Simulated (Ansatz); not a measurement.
The cluster BeCl₃⁻ was relaxed with PBE0-D4 (def2-TZVPD) in Ansatz in these states: charge -1 quintet, charge -1 singlet, charge -1 triplet. The geometries follow in no particular order.

A:

```xyz
4

Be    0.5466    0.2127    0.4723
Cl    0.4666   -1.3291   -1.0362
Cl   -0.2510    1.1199   -1.3190
Cl   -0.7622   -0.0034    1.8829
```

B:

Cartesian coordinates in Å:
```
Be -0.188 -0.023 -0.520
Cl -0.678 2.753 3.131
Cl 1.415 -0.655 -1.742
Cl -0.549 -2.076 -0.869
```

C:

Cartesian coordinates in Å:
```
Be -0.0006 0.0004 -0.0003
Cl 0.6130 1.3968 1.1829
Cl 0.7490 -0.1621 -1.7717
Cl -1.3615 -1.2351 0.5891
```

**Question.** Judge from the bond lengths which geometry belongs to which state (an estimate).

**Answer.** A is the charge -1 triplet (Be1–Cl2 2.159 Å, Be1–Cl3 2.161 Å, Be1–Cl4 1.936 Å); B is the charge -1 quintet (Be1–Cl2 4.612 Å, Be1–Cl3 2.113 Å, Be1–Cl4 2.114 Å); C is the charge -1 singlet (Be1–Cl2 1.930 Å, Be1–Cl3 1.930 Å, Be1–Cl4 1.930 Å).

At PBE0-D4/def2-TZVPD the highest occupied level of the charge -1 triplet lies above zero (up to 0.52 eV). The electron is either unbound and held by the finite basis, or the level is raised by self-interaction error. At PBE0-D4/def2-TZVPD the highest occupied level of the charge -1 quintet lies above zero (up to 1.59 eV). At PBE0-D4/def2-TZVPD a singlet lies 5.12 eV below the charge -1 triplet. At PBE0-D4/def2-TZVPD a singlet lies 11.16 eV below the charge -1 quintet. In the triplet, Cl2 and Cl3 lie 2.57 Å apart (atoms count from 1), so these atoms are partly bonded to each other. In the quintet, Cl3 and Cl4 lie 2.58 Å apart (atoms count from 1), so these atoms are partly bonded to each other. These are the stationary points nearest to one start from a short search; other shapes may lie lower in each state. The charge -1 quintet has come apart into loosely held pieces.
